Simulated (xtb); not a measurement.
Input for xtb: GFN-FF on BFH2OSe (SMILES OB(F)[SeH]), a point of a torsion scan.

```
$ xtb mol.xyz --gfnff --sp --chrg 0 --uhf 0
6

O     -0.94745551    -0.78245663     0.25925206
B     -0.20591817     0.30314549     0.10914452
F     -0.67694784     1.38332505    -0.51226044
Se     1.64831196     0.23221313     0.64497368
H     -1.84537829    -0.78906617    -0.07503578
H      1.82331714     1.64713436     0.84367914
```

The log:

```
[...]
           -------------------------------------------------
          |                Calculation Setup                |
           -------------------------------------------------



          ==================== Thresholds ====================
          CN  :   150.00000
          rep :   500.00000
          disp:  2500.00000
          HB1 :   250.00000
          HB2 :   450.00000

          Pauling EN used:
          Z : 1  EN :  2.20
          Z : 5  EN :  2.04
          Z : 8  EN :  3.44
          Z : 9  EN :  3.98
          Z :34  EN :  2.55
          electric field strengths (au): 0.000

           -------------------------------------------------
          |           Force Field Initialization            |
           -------------------------------------------------

          distances ...
          ----------------------------------------
          generating topology and atomic info file ...
          pair mat ...
          computing topology distances matrix with Floyd-Warshall algo ...
          making topology EEQ charges ...
          #fragments for EEQ constrain: 1
          ----------------------------------------
          generating topology and atomic info file ...
          pair mat ...
          computing topology distances matrix with Floyd-Warshall algo ...
          making topology EEQ charges ...
          #fragments for EEQ constrain: 1
          rings ...
          # BATM   10
          # H in HB   2
          doing iterative Hueckel for 1 subsystem(s) ...

  atom   neighbors  erfCN metchar sp-hybrid imet pi  qest     coordinates
    1  O       2    1.93   0.00         3    0    1  -0.414   -1.790431   -1.478629    0.489915
    2  B       3    2.78   0.01         2    0    1   0.293   -0.389129    0.572862    0.206253
    3  F       1    0.99   0.00         0    0    1  -0.260   -1.279246    2.614105   -0.968032
    4  Se      2    1.93   0.00         3    0    0   0.006    3.114858    0.438819    1.218824
    5  H       1    0.97   0.00         0    0    0   0.275   -3.487260   -1.491119   -0.141797
    6  H       1    0.97   0.00         0    0    0   0.100    3.445570    3.112633    1.594323

          #atoms :   6
          #bonds :   5
          #angl  :   5
          #tors  :   5
          #nmol  :   1
          #optfrag :   1
           -------------------------------------------------
          |                   G F N - F F                   |
          |          A general generic force-field          |
          |                  Version 1.0.3                  |
           -------------------------------------------------
          Number of HB bonds (bound hydrogen)     12
          Number of HB bonds (unbound hydrogen)   24
          Number of XB bonds                      0

 E+G (total)                   0 d,  0 h,  0 min,  0.000 sec
 distance/D3 list               ...        0 min,  0.000 sec (  0.978%)
 non bonded repulsion           ...        0 min,  0.000 sec ( 15.771%)
 dCN                            ...        0 min,  0.000 sec (  3.851%)
 EEQ energy and q               ...        0 min,  0.000 sec (  9.424%)
 D3                             ...        0 min,  0.000 sec ( 13.038%)
 EEQ gradient                   ...        0 min,  0.000 sec (  3.424%)
 bonds                          ...        0 min,  0.000 sec (  7.188%)
 bend and torsion               ...        0 min,  0.000 sec ( 15.730%)
 bonded ATM                     ...        0 min,  0.000 sec (  4.473%)
 HB/XB (incl list setup)        ...        0 min,  0.000 sec ( 21.206%)

         :::::::::::::::::::::::::::::::::::::::::::::::::::::
Note: The following floating-point exceptions are signalling: IEEE_UNDERFLOW_FLAG IEEE_DENORMAL
normal termination of xtb
         ::                     SUMMARY                     ::
         :::::::::::::::::::::::::::::::::::::::::::::::::::::
         :: total energy              -0.546920640498 Eh    ::
         :: gradient norm              0.037979572354 Eh/a0 ::
         ::.................................................::
         :: bond energy               -0.504360466720 Eh    ::
         :: angle energy               0.002507116359 Eh    ::
         :: torsion energy             0.000905218055 Eh    ::
         :: repulsion energy           0.044269745638 Eh    ::
         :: electrostat energy        -0.088324376214 Eh    ::
         :: dispersion energy         -0.001819866019 Eh    ::
         :: HB energy                  0.000000000000 Eh    ::
         :: XB energy                  0.000000000000 Eh    ::
         :: bonded atm energy         -0.000098011597 Eh    ::
         :: external energy            0.000000000000 Eh    ::
         :: add. restraining           0.000000000000 Eh    ::
         :: total charge               0.000000000000 e     ::
         :::::::::::::::::::::::::::::::::::::::::::::::::::::

           -------------------------------------------------
          |                Property Printout                |
           -------------------------------------------------

molecular dipole:
                 x           y           z       tot (Debye)
 q only:        0.246      -0.083       0.262       0.938

           -------------------------------------------------
          | TOTAL ENERGY               -0.546920640498 Eh   |
          | GRADIENT NORM               0.037979572354 Eh/α |
           -------------------------------------------------
########################################################################
[WARNING] Runtime exception occurred
-1- gfnff_setup: Could not read topology file.
########################################################################

------------------------------------------------------------------------
------------------------------------------------------------------------
 total:
 SCF:
```

The run finished.

Cost: very roughly 0.010 core-seconds.
